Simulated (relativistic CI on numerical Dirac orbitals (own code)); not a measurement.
## Slater and spin-orbit integrals, In XXVI

Method of calculation: Dirac-Coulomb-Breit CI, KLI orbitals optimised for each configuration, model QED (radiative potential, 1s self-energy scaled to tabulated hydrogen-like ionisation energies), unscaled Slater integrals (own radial code, finite nucleus).

Slater integrals F^k, G^k are unscaled and averaged over j, outside the closed core [Ne]; ζ comes from projecting the Hamiltonian with its Breit term on Σ l·s of the shell.

- 3s²3p⁶3d⁶: F^2(3d,3d) = 340550, F^4(3d,3d) = 218970, ζ(3d) = 28373 cm⁻¹; <r>(3d) = 0.2969, <r^2>(3d) = 0.103 (bohr units).
- 3s²3p⁵3d⁷: ζ(3p) = 228830, F^2(3d,3d) = 339710, F^4(3d,3d) = 218400, F^2(3p,3d) = 303380, G^1(3p,3d) = 335550, G^3(3p,3d) = 220220, ζ(3d) = 27976 cm⁻¹; <r>(3p) = 0.3273, <r^2>(3p) = 0.1238, <r>(3d) = 0.2976, <r^2>(3d) = 0.1035 (bohr units).
- 3s²3p⁴3d⁸: F^2(3p,3p) = 303290, ζ(3p) = 228640, F^2(3d,3d) = 338860, F^4(3d,3d) = 217820, F^2(3p,3d) = 302960, G^1(3p,3d) = 335460, G^3(3p,3d) = 220050, ζ(3d) = 27584 cm⁻¹; <r>(3p) = 0.3277, <r^2>(3p) = 0.1241, <r>(3d) = 0.2982, <r^2>(3d) = 0.1039 (bohr units).

Q: Give the Racah parameters of the d shell in 3s²3p⁶3d⁶.

A: B = F²/49 − 5F⁴/441 = 4467 cm⁻¹ and C = 35F⁴/441 = 17378 cm⁻¹.

Averages of the first 10 configurations, taken without configuration mixing, which lowers the lowest level and can move excited configurations by several eV; other configurations of the list can lie among them:

```json
{"Configuration": "3s²3p⁶3d⁶", "Parity": "even", "States": "210", "Average energy above the lowest level (eV)": "24.4"}
{"Configuration": "3s²3p⁵3d⁷", "Parity": "odd", "States": "720", "Average energy above the lowest level (eV)": "236.9"}
{"Configuration": "3s²3p⁴3d⁸", "Parity": "even", "States": "675", "Average energy above the lowest level (eV)": "453.9"}
{"Configuration": "3s3p⁶3d⁷", "Parity": "even", "States": "240", "Average energy above the lowest level (eV)": "386.5"}
{"Configuration": "3p⁶3d⁸", "Parity": "even", "States": "45", "Average energy above the lowest level (eV)": "754.7"}
{"Configuration": "3s3p⁵3d⁸", "Parity": "odd", "States": "540", "Average energy above the lowest level (eV)": "597.7"}
{"Configuration": "3s²3p⁶3d⁵4s", "Parity": "even", "States": "504", "Average energy above the lowest level (eV)": "558.5"}
{"Configuration": "3s²3p⁶3d⁵4p", "Parity": "odd", "States": "1512", "Average energy above the lowest level (eV)": "611.6"}
{"Configuration": "3s²3p⁶3d⁵4d", "Parity": "even", "States": "2520", "Average energy above the lowest level (eV)": "687.5"}
{"Configuration": "3s²3p⁴3d⁷4s", "Parity": "even", "States": "3600", "Average energy above the lowest level (eV)": "977.7"}
```
